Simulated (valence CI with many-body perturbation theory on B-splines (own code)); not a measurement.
## Fe XXII: electric-dipole lines

Calculated by relativistic CI+MBPT: three valence electrons over a frozen Dirac-Fock core [He], a basis of 11 s, 11 p, 9 d, 7 f, 5 g, 2 h, 1 i functions for each j, with the one-electron correlation potential Σ1 (screened to all orders), the two-electron term Σ2, the three-electron term Σ3, Breit, model QED; selected single and double excitations, second order for the rest (own B-spline code, finite nucleus).

No measured spectrum was set against this ion. As an estimate, levels of excited configurations hold to 0.05 to 0.15 % of their energy, terms of the ground configuration to about 0.5 %.

Lines 51 to 100 of 248 in falling wavelength, among levels below 1173.5 eV, chosen from the strongest by gf and those to the six lowest levels. Wavelengths and rates use the calculated energies, so an error of 700 cm⁻¹ moves a line at 13.94 nm by 0.098 % and its rate by three times that or more. Electric multipoles are in the length gauge, E1 and E2 with the static RPA response of the core. Weak lines are less certain than strong ones. Lines between different terms over intervals too small for the method are left out, as are lines whose strength nearly cancels. The highest levels of a list are the least certain.

Names give the largest LS component (configuration and term), which can be under half, so a name can repeat, a term be missing and a line seem to break the LS rules; names also repeat where a configuration has a term twice. Letters in brackets count levels of one name in rising energy.

| λ vac (nm) | Upper | Lower | A (s⁻¹) | log gf | Branch % |
| --- | --- | --- | --- | --- | --- |
| 13.94 | 2p²3s ⁴P_3/2 | 2s2p3s ⁴P°_1/2 | 8.67e+09 | -1.00 | 0.5 |
| 13.67 | 2p²3s ⁴P_5/2 | 2s2p3s ⁴P°_3/2 | 6.50e+09 | -0.96 | 0.3 |
| 13.58 | 2s2p² ²D_3/2 | 2s²2p ²P°_1/2 | 1.07e+10 | -0.93 | 99.8 |
| 13.57 | 2p²3s ²D_3/2 | 2s2p3s ²P°_3/2 [a] | 1.08e+10 | -0.92 | 0.3 |
| 13.52 | 2s2p3d ²F°_7/2 [b] | 2s²3d ²D_5/2 | 1.13e+10 | -0.61 | 0.1 |
| 13.47 | 2p³ ⁴S°_3/2 | 2s2p² ⁴P_5/2 | 1.88e+10 | -0.69 | 43.1 |
| 13.30 | 2s2p3d ²F°_5/2 [b] | 2s²3d ²D_3/2 | 1.15e+10 | -0.74 | 0.1 |
| 13.18 | 2s2p3p ²D_5/2 [b] | 2s²3p ²P°_3/2 | 1.57e+10 | -0.61 | 1.4 |
| 13.11 | 2s2p3d ²D°_3/2 [b] | 2s²3d ²D_3/2 | 1.97e+10 | -0.69 | 0.1 |
| 13.05 | 2s2p3d ²D°_5/2 [b] | 2s²3d ²D_5/2 | 2.12e+10 | -0.49 | 0.1 |
| 13.03 | 2s2p3p ²P_1/2 [b] | 2s²3p ²P°_1/2 | 2.05e+10 | -0.98 | 0.6 |
| 13.00 | 2s2p3p ²P_3/2 [b] | 2s²3p ²P°_3/2 | 2.02e+10 | -0.69 | 0.8 |
| 12.95 | 2s2p3s ²P°_3/2 [b] | 2s²3s ²S_1/2 | 1.86e+10 | -0.73 | 0.3 |
| 12.95 | 2s2p3p ²D_3/2 [b] | 2s²3p ²P°_1/2 | 1.72e+10 | -0.76 | 0.9 |
| 12.66 | 2s2p3d ²P°_3/2 [b] | 2s²3d ²D_5/2 | 2.20e+10 | -0.68 | 0.1 |
| 12.57 | 2p³ ⁴S°_3/2 | 2s2p² ⁴P_3/2 | 1.45e+10 | -0.86 | 33.3 |
| 12.55 | 2s2p3d ²P°_1/2 [b] | 2s²3d ²D_3/2 | 2.36e+10 | -0.95 | 0.2 |
| 12.00 | 2p³ ²P°_1/2 | 2s2p² ²D_3/2 | 2.76e+10 | -0.92 | 63.8 |
| 11.75 | 2p³ ⁴S°_3/2 | 2s2p² ⁴P_1/2 | 9.99e+09 | -1.08 | 22.9 |
| 11.71 | 2s2p² ²P_1/2 | 2s²2p ²P°_1/2 | 3.80e+10 | -0.81 | 99.8 |
| 11.62 | 2s2p² ²S_1/2 | 2s²2p ²P°_3/2 | 3.35e+10 | -0.87 | 94.2 |
| 11.51 | 2p³ ²P°_3/2 | 2s2p² ²D_5/2 | 1.34e+10 | -0.97 | 31.6 |
| 11.44 | 2s2p² ²P_3/2 | 2s²2p ²P°_3/2 | 4.38e+10 | -0.46 | 87.8 |
| 11.22 | 2p³ ²P°_3/2 | 2s2p² ²D_3/2 | 4.72e+09 | -1.45 | 11.2 |
| 10.95 | 2p³ ²D°_5/2 | 2s2p² ⁴P_5/2 | 1.95e+09 | -1.68 | 9.5 |
| 10.68 | 2p³ ²D°_3/2 | 2s2p² ⁴P_3/2 | 2.32e+09 | -1.80 | 10.9 |
| 10.22 | 2s2p² ²S_1/2 | 2s²2p ²P°_1/2 | 2.07e+09 | -2.19 | 5.8 |
| 10.07 | 2s2p² ²P_3/2 | 2s²2p ²P°_1/2 | 6.11e+09 | -1.43 | 12.2 |
| 1.322 | 2s²3p ²P°_1/2 | 2s2p² ²D_3/2 | 1.68e+11 | -2.05 | 78.9 |
| 1.286 | 2p²3s ²D_3/2 | 2p³ ²P°_3/2 | 2.11e+12 | -0.68 | 59.2 |
| 1.275 | 2s2p3s ²P°_1/2 [a] | 2s2p² ²D_3/2 | 1.49e+12 | -1.14 | 68.8 |
| 1.272 | 2p²3s ²P_1/2 | 2p³ ²D°_3/2 | 2.36e+12 | -0.94 | 60.3 |
| 1.271 | 2p²3s ²P_3/2 | 2p³ ²D°_5/2 | 1.60e+12 | -0.81 | 44.0 |
| 1.266 | 2s2p3s ²P°_3/2 [b] | 2s2p² ²P_3/2 | 1.18e+12 | -0.94 | 19.6 |
| 1.265 | 2s2p3s ²P°_3/2 [a] | 2s2p² ²D_5/2 | 1.84e+12 | -0.75 | 64.6 |
| 1.261 | 2s2p3s ²P°_3/2 [a] | 2s2p² ²D_3/2 | 1.40e+11 | -1.87 | 4.9 |
| 1.260 | 2p²3s ⁴P_3/2 | 2p³ ⁴S°_3/2 | 1.46e+12 | -0.86 | 84.7 |
| 1.257 | 2p²3s ²D_5/2 | 2p³ ²D°_5/2 | 1.80e+12 | -0.59 | 56.2 |
| 1.253 | 2p²3s ⁴P_5/2 | 2p³ ⁴S°_3/2 | 1.66e+12 | -0.63 | 78.8 |
| 1.252 | 2p²3s ²D_5/2 | 2p³ ²D°_3/2 | 6.72e+11 | -1.02 | 21.0 |
| 1.251 | 2s2p3s ⁴P°_3/2 | 2s2p² ⁴P_5/2 | 1.41e+12 | -0.88 | 45.4 |
| 1.250 | 2s²3s ²S_1/2 | 2s²2p ²P°_3/2 | 1.86e+12 | -1.06 | 68.0 |
| 1.248 | 2s2p3d ²F°_5/2 [a] | 2s2p² ²P_3/2 | 1.06e+12 | -0.83 | 7.1 |
| 1.247 | 2s2p3s ⁴P°_1/2 | 2s2p² ⁴P_3/2 | 2.40e+12 | -0.95 | 81.2 |
| 1.244 | 2s2p3s ²P°_3/2 [b] | 2s2p² ²P_1/2 | 1.78e+12 | -0.78 | 29.5 |
| 1.243 | 2s2p3s ⁴P°_3/2 | 2s2p² ⁴P_3/2 | 3.34e+11 | -1.51 | 10.8 |
| 1.242 | 2s2p3d ²P°_3/2 [a] | 2s2p² ²P_3/2 | 2.21e+12 | -0.69 | 14.8 |
| 1.240 | 2s2p3d ²D°_3/2 [a] | 2s2p² ²P_1/2 | 3.56e+12 | -0.48 | 34.3 |
| 1.240 | 2s2p3d ²P°_3/2 [a] | 2s2p² ²S_1/2 | 4.40e+12 | -0.39 | 29.5 |
| 1.239 | 2s2p3s ⁴P°_1/2 | 2s2p² ⁴P_1/2 | 5.23e+11 | -1.62 | 17.6 |
